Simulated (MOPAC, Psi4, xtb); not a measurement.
Approach curve of the dimer H6B3N3 ··· H3O+ (SMILES B1NBNBN1 and [OH3+]) (charge +1). Monomers: optimised at B3LYP-D3(BJ) (def2-TZVP), held rigid. Orientation: lowest of the rigid-body minima from ten starts at GFN2-xTB. The monomers approach along the line of their centres of mass (distance R); nothing else relaxes.

- MP2/aug-cc-pVDZ = DF-MP2/aug-cc-pVDZ, frozen core, counterpoise-corrected run with Psi4
- GFN1-xTB (xtb)
- PM3, restricted, heats of formation (MOPAC)
- SAPT0/jun-cc-pVDZ, frozen core (Psi4)

Interaction energies in kcal/mol:

```tsv
R / Å	MP2/aug-cc-pVDZ	GFN1-xTB	PM3
2.47	4.45	-18.00	25.62
2.68	-11.68	-24.85	5.23
2.86	-17.48	-25.02	-6.24
3.03	-19.12	-23.11	-10.86
3.26	-18.29	-19.50	-10.15
3.55	-15.35	-15.05	-7.38
3.86	-11.92	-11.02	-5.32
4.34	-7.68	-6.34	-2.88
5.05	-4.09	-2.79	-1.39
6.09	-1.92	-1.51	-0.69
7.36	-0.95	-1.43	-0.36
```

### Question
Predict the corresponding SAPT0/jun-cc-pVDZ column.

### Answer
2.47: -1.04; 2.68: -13.77; 2.86: -17.81; 3.03: -18.43; 3.26: -16.93; 3.55: -13.81; 3.86: -10.56; 4.34: -6.75; 5.05: -3.63; 6.09: -1.74; 7.36: -0.87 (kcal/mol).
